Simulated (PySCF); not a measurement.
C2H7MgNO, SMILES C[N](C)[Mg][OH]. Atoms are numbered in the order given.

```xyz
12

Mg     0.0000     0.0000    -1.0168
O      0.0000     0.0000    -2.7798
H      0.0000     0.0000    -3.7299
N      0.0000     0.0000     0.8863
C      0.0000     1.1866     1.6961
C      0.0000    -1.1866     1.6961
H     -0.8887     1.2517     2.3627
H      0.8887     1.2517     2.3627
H      0.0000     2.1040     1.0810
H      0.8887    -1.2517     2.3627
H     -0.8887    -1.2517     2.3627
H      0.0000    -2.1040     1.0810
```

Geometry optimised at PBE0-D3(BJ)/def2-SVP. The structure was generated by enumeration; whether it is a known compound was not checked. Other conformers were not sampled.

Method: HF/def2-TZVP (PySCF).

ESP charges are fitted to the potential on shells at 1.4 to 2.0 van der Waals radii. Atomic charges (e):

```tsv
atom	Löwdin	IAO	Mulliken	ESP fit
Mg1	0.62	1.71	1.05	1.36
O2	-0.47	-1.26	[?]	-1.30
H3	0.15	0.37	[?]	0.54
N4	-0.21	-0.92	-0.64	-0.46
C5	-0.34	-0.20	[?]	-0.62
C6	-0.34	-0.20	[?]	-0.62
H7	0.09	0.08	0.09	0.20
H8	0.09	0.08	0.09	0.20
H9	0.11	0.09	0.07	0.16
H10	0.09	0.08	0.09	0.20
H11	0.09	0.08	0.09	0.20
H12	0.11	0.09	0.07	0.16
```

Problem. Some entries are withheld; supply them. (Estimate from the structure and the level; the computed values follow.)

Solution. 
- O2, Mulliken: -0.93
- H3, Mulliken: 0.32
- C5, Mulliken: -0.14
- C6, Mulliken: -0.14
